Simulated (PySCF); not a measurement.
## CoF(OH): from structure and modes to constants

Level of theory: PySCF, UPBE0, basis Co def2-TZVP, F def2-TZVP, O def2-TZVP, H def2-TZVP (no relativity, density fitting).

The quartet minimum has Cs symmetry. Masses (u): Co 58.93320, F 18.99840, O 15.99492, H 1.00782.

```xyz
4
charge 0 multiplicity 4, angstrom
Co   -0.0274    0.0218    0.0213
F     1.7087   -0.1430   -0.1277
O    -1.7823    0.0492    0.0346
H    -2.3204    0.6150    0.5886
```

Harmonic wavenumbers (cm⁻¹): 128.8 (a'', ×1), 165.5 (a', ×1), 596.6 (a', ×1), 625.8 (a', ×1), 764.4 (a', ×1), 3922.2 (a', ×1).

(1) What is the harmonic zero-point energy?

(2) Give the standard entropy (298.15 K, 1 bar) by its translational, rotational, vibrational and spin parts, and Cp.

Answers

(1) Half the sum of all 6 wavenumbers, 6203/2 = 3102 cm⁻¹, which is 37.1 kJ/mol (1 cm⁻¹ = 0.0119627 kJ/mol).

(2) Sackur–Tetrode with M = 94.93 u gives 165.6; rotation with symmetry number 1 gives 86.0; vibration 27.4; spin R ln 4 = 11.5. The total is 290.6 J/(mol K), and Cp = 4 R + 27.4 = 60.6 J/(mol K).

Only a few start shapes were tried, so a lower isomer may exist. With open d or f shells other occupations or spin states may lie lower.
